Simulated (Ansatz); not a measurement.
Diatomic BOs, multiplicity 4 (lowest of 2S+1 = 2, 4, 6 at CCSD(T)/def2-TZVPP on PBE0 minima; our sources give no spin for the ground state, which may be another). No spin–orbit coupling. The T1 diagnostic near the minimum is 0.060, so single-reference values are doubtful.

Seven points along R, fitted to fifth degree in 1/R; most abundant isotopes. Runs in def2 and cc sets follow the lowest solution found near the PBE0 minimum.

The values were computed with Ansatz (an electronic-structure program). Values without a source in brackets are computed. In def2 rows elements past Kr take small-core potentials, without spin–orbit coupling.

Energies at PBE/def2-TZVPP:

| R (Å) | E (hartree) |
|---|---|
| 1.646409 | -115.38453723 |
| 1.690667 | -115.39266846 |
| 1.731385 | -115.39694275 |
| 1.777413 | -115.39874692 |
| 1.823442 | -115.39795716 |
| 1.876552 | -115.39455297 |
| 1.938513 | -115.38815086 |

Q: With a reduced mass of 10.4122 u, find the minimum, the force constant and the constants.

A: A fifth-degree polynomial in 1/R puts the minimum at r_e = 1.7848 Å with force constant 513 N/m. Then ω_e = (1/2πc)√(k/μ) = 914 cm⁻¹ and B_e = h/(8π²cμr_e²) = 0.5083 cm⁻¹; the cubic and quartic terms give α_e = 0.0035 and ω_e x_e = 5.7 cm⁻¹.
